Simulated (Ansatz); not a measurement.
Cu2Br4⁻. The state is a doublet with charge -1. Geometry r2SCAN-D4/def2-SVPD; atoms count from 1.

```xyz
6

Cu    1.098   -0.520   -0.905
Cu   -1.098    0.519    0.905
Br    0.981   -0.448    1.512
Br   -0.982    0.446   -1.512
Br   -2.968    1.402    1.910
Br    2.969   -1.400   -1.910
```

No other spin state of charge -1 was run. The structure comes from a short search, and lower isomers may exist.

Question: Estimate the Mulliken populations from the PBE0/def2-SVP orbitals of Ansatz.

Answer: 
```tsv
atom	charge (e)	spin (α − β)	d electrons
Cu1	0.30	0.29	9.63
Cu2	0.30	0.29	9.63
Br3	-0.31	0.13	–
Br4	-0.31	0.13	–
Br5	-0.49	0.08	–
Br6	-0.49	0.08	–
```
Mulliken values and Mayer orders depend strongly on the basis.

Question: Where does the spin sit?

Answer: Summed by element: Cu 0.57, Br 0.43, of 1 unpaired in all. Largest on single atoms: Cu1 0.29, Cu2 0.29, Br3 0.13.

Question: And the Mayer bond orders between bonded heavy atoms (over 0.3)?

Answer: Cu1–Br3 0.53 (2.42 Å); Cu1–Br4 0.62 (2.37 Å); Cu1–Br6 0.79 (2.30 Å); Cu2–Br3 0.62 (2.37 Å); Cu2–Br4 0.53 (2.42 Å); Cu2–Br5 0.79 (2.30 Å).
